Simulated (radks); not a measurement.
All-electron atom: the tungsten ion W9+ in [Kr] 4d10 4f14 5s2 5p3 (the NIST ground configuration). Method: scalar-relativistic Kohn-Sham, PBEsol, spin-unpolarised, spherical densities, point nucleus; computed with a radial shooting solver on a logarithmic mesh with Libxc functionals.

Radial electron density D(r) = 4 pi r^2 rho(r):

r (bohr),D(r) (e/bohr)
0.00134,12.01
0.001535,14.66
0.001759,17.82
0.002015,21.56
0.002309,25.94
0.002645,31.01
0.00303,36.80
0.003472,43.30
0.003977,50.48
0.004557,58.20
0.005221,66.29
0.005981,74.45
0.006853,82.29
0.007851,89.37
0.008995,95.17
0.01031,99.21
0.01181,101.1
0.01353,100.8
0.0155,98.54
0.01775,95.05
0.02034,91.58
0.0233,89.67
0.0267,90.85
0.03059,96.13
0.03505,105.4
0.04015,117.1
0.046,128.2
0.05228,134.9
0.0599,135.5
0.06862,129.0
0.07862,118.0
0.09007,108.0
0.1032,104.5
0.1182,109.2
0.1355,118.5
0.1552,124.3
0.1778,119.4
0.2037,103.0
0.2334,82.11
0.2674,67.14
0.3063,64.02
0.3509,69.82
0.4021,75.56
0.4606,73.67
0.5278,63.01
0.6046,47.99
0.6927,33.96
0.7936,23.66
0.9093,16.83
1.042,11.95
1.193,7.959
1.367,4.657
1.567,2.283
1.795,0.9070
2.056,0.2837
2.356,0.06736
2.699,0.01165
3.092,0.001404
3.543,0.0001124

D(r) has 4 maxima, at r = 0.0124, 0.0566, 0.158, 0.418 bohr, and minima at 0.0239, 0.102, 0.297 bohr, inside which lie 1.90, 11.10, 29.96 electrons.
